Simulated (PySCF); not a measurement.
C4H13FSi2, SMILES [SiH2](CF)[Si](C)(C)C, GFN2-xTB optimised geometry.

```
20

C      1.60     0.54     0.00
Si    -0.32     0.54     0.00
C     -0.92    -0.30    -1.61
C     -0.91     2.36     0.00
Si    -1.15    -0.57     1.88
C     -0.23    -2.26     2.04
F     -0.20    -2.89     0.81
H      2.00     1.08    -0.85
H      2.00     1.00     0.90
H      1.99    -0.47    -0.05
H     -0.64    -1.35    -1.63
H     -2.00    -0.24    -1.71
H     -0.49     0.17    -2.49
H     -0.56     2.89     0.88
H     -0.55     2.89    -0.87
H     -2.00     2.41    -0.01
H     -2.58    -0.91     1.84
H     -0.92     0.05     3.20
H     -0.71    -2.95     2.73
H      0.81    -2.14     2.34
```

Density from B3LYP/def2-SVP (PySCF) at that geometry.

Minimum of the electron density along straight lines between bonded atoms, close to the bond critical point (lines longer than 1.1 times the sum of covalent radii, or with two minima, are not listed):

```tsv
bond	length / Å	ρ at the minimum / e bohr⁻³	∇²ρ there / e bohr⁻⁵	position (fraction from the first atom)
C1–Si2	1.915	0.108	0.31	0.62
Si2–C3	1.911	0.109	0.31	0.38
Si2–C4	1.912	0.109	0.31	0.38
Si5–C6	1.925	0.109	0.31	0.38
C6–F7	1.385	0.230	0.05	0.34
C1–H8	1.087	0.272	-0.97	0.62
C1–H9	1.087	0.272	-0.97	0.62
C3–H11	1.086	0.274	-0.99	0.63
C3–H12	1.086	0.272	-0.97	0.62
C3–H13	1.087	0.271	-0.97	0.62
C4–H14	1.086	0.273	-0.98	0.62
C4–H15	1.086	0.272	-0.97	0.62
C4–H16	1.086	0.273	-0.97	0.62
Si5–H17	1.470	0.114	0.32	0.49
Si5–H18	1.472	0.114	0.32	0.49
C6–H19	1.092	0.282	-1.07	0.64
C6–H20	1.093	0.282	-1.06	0.63
```
